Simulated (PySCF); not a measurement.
## Dipole moment and polarisability of MgMe(SeMe)

Species: MgMe(SeMe), C2H6MgSe.
Cartesian coordinates in Å at the PBE0-D3(BJ)/def2-SVP level; atoms count from 1:
```
atom  x, y, z in Å
Mg1    0.3368   -0.8674    0.1937
C2     0.4260   -1.4915    2.1845
H3    -0.5494   -1.4039    2.6921
H4     1.1532   -0.9027    2.7684
H5     0.7339   -2.5486    2.2535
Se6    0.2562   -0.2187   -2.1582
C7    -0.4825    1.5996   -1.9868
H8    -1.3449    1.6348   -1.3090
H9    -0.8187    1.8957   -2.9888
H10    0.2894    2.3027   -1.6493
```

Level: PBE0/def2-SVPD (PySCF), static field, nuclei fixed, core orbitals frozen in the response. The polarisability tensor in these axes (au):

```
x    72.85  -4.12   3.22
y    -4.12  84.35 -13.62
z     3.22 -13.62 102.68
```

Diagonalise the tensor; give its mean and Δα, where Δα² is half the sum of the squared differences of the eigenvalues.

Principal values 71.46, 77.87 and 110.54 au; mean 86.62 au = 12.84 Å³ = 14.28 × 10⁻⁴⁰ C²·m²/J; Δα = 36.30 au (42 % of the mean).

What is the dipole moment, and where does it point?

(-0.40, 0.77, 1.44) D, 1.68 D in size, pointing from the negative to the positive side. Measured along this direction, the outermost atoms are Se6 at the negative end and H3 and H4 at the positive end.

In TDDFT the mean static polarisability is Σ f/ω² over all singlet excitations (ω in hartree). How much of it do the 10 lowest give? Their energies (eV) and oscillator strengths: 4.03, 0.0197; 4.17, 0.0187; 4.81, 0.0099; 4.95, 0.0087; 5.33, 0.4876; 5.45, 0.0052; 5.78, 0.0199; 5.90, 0.0089; 5.96, 0.0271; 6.02, 0.0254.

They add up to 16.82 au, 19.4 % of the 86.62 au; the largest single term is 12.71 au, from the state at 5.33 eV. Terms in order: 0.90, 0.80, 0.32, 0.26, 12.71, 0.13, 0.44, 0.19, 0.57, 0.52 au. Higher excitations give the rest. The strengths listed sum to 0.631.

Traceless (Buckingham) quadrupole moment about the centre of nuclear charge: eigenvalues?

-10.09, 1.61, 8.47 D·Å. The values depend on the origin, since the dipole doesn't vanish. The electronic extent ⟨r²⟩ about the same centre is 946 bohr², a root-mean-square distance of 2.03 Å for the 64 electrons.

Find the Langevin capture rate constant for H3+ (3.023 u) meeting this molecule (133.949 u), k = 2.342 × 10⁻⁹ cm³/s × √(α in Å³ / reduced mass in u).

The reduced mass is 2.96 u, so k = 4.88 × 10⁻⁹ cm³/s. The formula leaves out the permanent dipole, which adds to the capture rate.

Geometry: PBE0-D3(BJ)/def2-SVP; no solvent, vibrations or thermal averaging. The calculation is non-relativistic, for selenium too.

The run behind these numbers computed excited states and ΔSCF ions as well. On one thread, Arm Neoverse V1, no GPU, shared host, this took 43 s.
